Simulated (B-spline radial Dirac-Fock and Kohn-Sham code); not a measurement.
# Dipole and non-dipole photoemission parameters of Re⁺ 5p1/2

System: rhenium as Re⁺, configuration 1s2 2s2 2p6 3s2 3p6 3d10 4s2 4p6 4d10 4f14 5s2 5p6 5d5 6s1; threshold 68.87 eV (orbital energy of the model). The computed values come from a B-spline atomic structure program: Dirac-Hartree-Slater photoionisation with a Latter tail; cross sections with all multipoles, angular parameters from the dipole term and its interference with E2.

For linearly polarised light dσ/dΩ = σ/(4π) [1 + β P₂(cos θ) + (δ + γ cos²θ) sin θ cos φ], with θ from the polarisation vector and φ the angle between the beam and the projection of the electron momentum on the plane normal to the polarisation.

```
hν (eV)  σ (kb)       β       γ       δ
   78.3    1050   1.990  -0.075  -0.004
    100     430   1.703   0.279  -0.024
    108     323   1.540   0.368  -0.029
    116     249   1.366   0.428  -0.032
    126     186   1.141   0.465  -0.033
    163    83.4   0.410   0.344  -0.016
    214    45.6  -0.038   0.044   0.021
    269    32.9   0.059  -0.064   0.042
    453    19.9   0.836   0.199   0.035
    600    15.3   1.165   0.342   0.021
    924    9.64   1.481   0.379   0.006
   1000    8.78   1.520   0.363   0.004
   1210    6.93   1.595   0.305   0.001
   1350    6.00   1.629   0.262  -0.001
   1470    5.35   1.650   0.225  -0.002
 1486.9    5.26   1.653   0.220  -0.002
   1650    4.55   1.674   0.174  -0.002
   1890       ?       ?       ?       ?
   2580    2.29   1.718   0.011  -0.004
   2940    1.85   1.719  -0.011  -0.005
 2984.4    1.80   1.719  -0.013  -0.005
   5190   0.653   1.681   0.104  -0.005
   6000   0.489   1.661   0.195  -0.004
   7050   0.351   1.635   0.324  -0.001
   7910   0.275   1.615   0.432   0.001
  12000   0.109   1.525   0.930   0.017
  12800  0.0934   1.509   1.020   0.021
  13200  0.0869   1.501   1.064   0.024
```

**Question.** Give the values at 1890 eV.

**Answer.** σ = 3.73 kb, β = 1.694, γ = 0.116, δ = -0.003.
